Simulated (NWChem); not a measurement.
System: C$_{3}$H$_{5}$Br; SMILES C=C(C)Br

Here is an NWChem input.

```
start job
memory heap 200 mb stack 900 mb global 1100 mb
geometry units angstroms noautoz
  C      1.309892    -1.528559     0.000000
  C      0.113003    -0.943809     0.000000
  C     -1.211093    -1.628176     0.000000
  Br     0.000407     0.956740     0.000000
  H      2.239049    -0.956894     0.000000
  H      1.373598    -2.620470     0.000000
  H     -1.800039    -1.343433     0.885922
  H     -1.076627    -2.719620     0.000000
  H     -1.800039    -1.343433    -0.885922
end
basis spherical
  * library pcseg-1
end
dft
  xc b3lyp
  iterations 150
  mulliken
end
task dft energy
```

The geometry was optimised at PBE0/def2-SVP.

Task: What results follow from this input? (B3LYP/pcseg-1.) Quantities: basis functions; energy (Ha); highest occupied level (eV); orbital gap (eV); dipole (D).

Result: 
| Item | Result |
|---|---|
| number of basis functions | 94 |
| energy (Ha) | -2691.18 |
| highest occupied level (eV) | -6.95 |
| orbital gap (eV) | 6.68 |
| dipole (D) | 1.58 |
